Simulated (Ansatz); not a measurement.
Reaction (redistribution): `C#[C][Al]([NH2])[NH2]` + `[CH3][Al]([OH])[F]` → `[NH2][Al]([NH2])[OH]` + `C#[C][Al]([CH3])[F]`

Gas-phase electronic energies from Ansatz, PBE0-D4/def2-TZVP geometries. CCSD(T)/CBS is the MP2 limit (def2-TZVPP, def2-QZVPP) plus CCSD(T) − MP2 in def2-TZVPP, frozen cores. This one scheme is used for every species. DFT in def2-TZVPP. HSE06 is defined as in plane-wave codes. Each species was taken in one conformer, which may not be the lowest.

```json
{"level": "revPBE-D4", "ΔE (kJ/mol)": "16.5", "difference from CCSD(T)/CBS": "2.3"}
{"level": "PBE-QIDH", "ΔE (kJ/mol)": "15.1", "difference from CCSD(T)/CBS": "0.9"}
{"level": "PBE", "ΔE (kJ/mol)": "16.9", "difference from CCSD(T)/CBS": "2.7"}
{"level": "PBE0", "ΔE (kJ/mol)": "15.5", "difference from CCSD(T)/CBS": "1.3"}
{"level": "r2SCAN0", "ΔE (kJ/mol)": "14.9", "difference from CCSD(T)/CBS": "0.7"}
{"level": "HSE06", "ΔE (kJ/mol)": "15.5", "difference from CCSD(T)/CBS": "1.3"}
{"level": "CAM-B3LYP", "ΔE (kJ/mol)": "15.6", "difference from CCSD(T)/CBS": "1.4"}
{"level": "HF/def2-SVP", "ΔE (kJ/mol)": "14.3", "difference from CCSD(T)/CBS": "0.1"}
{"level": "CCSD/def2-SVP", "ΔE (kJ/mol)": "18.5", "difference from CCSD(T)/CBS": "4.3"}
{"level": "CCSD(T)/def2-SVP", "ΔE (kJ/mol)": "19.2", "difference from CCSD(T)/CBS": "5.0"}
{"level": "MP2/def2-TZVPP", "ΔE (kJ/mol)": "15.7", "difference from CCSD(T)/CBS": "1.5"}
{"level": "CCSD/def2-TZVPP", "ΔE (kJ/mol)": "15.0", "difference from CCSD(T)/CBS": "0.8"}
{"level": "HF/def2-QZVPP", "ΔE (kJ/mol)": "12.5", "difference from CCSD(T)/CBS": "-1.7"}
{"level": "MP2/def2-QZVPP", "ΔE (kJ/mol)": "14.8", "difference from CCSD(T)/CBS": "0.6"}
{"level": "SCS-MP2/def2-QZVPP", "ΔE (kJ/mol)": "14.3", "difference from CCSD(T)/CBS": "0.1"}
{"level": "MP2/CBS(def2)", "ΔE (kJ/mol)": "14.4", "difference from CCSD(T)/CBS": "0.2"}
{"level": "CCSD(T)/CBS", "ΔE (kJ/mol)": "14.2", "difference from CCSD(T)/CBS": "0"}
```

Largest T1 diagnostic among the species: 0.013.

At CCSD(T), def2-SVP lies +5.0 kJ/mol from the extrapolated value and def2-TZVPP +1.3 kJ/mol. Leaving LDA and LC-ωPBE aside and taking each functional with its dispersion term where it has one, the values, not all of them listed here, spread over 2.3 kJ/mol, from BHLYP-D4 to PBE-D4.
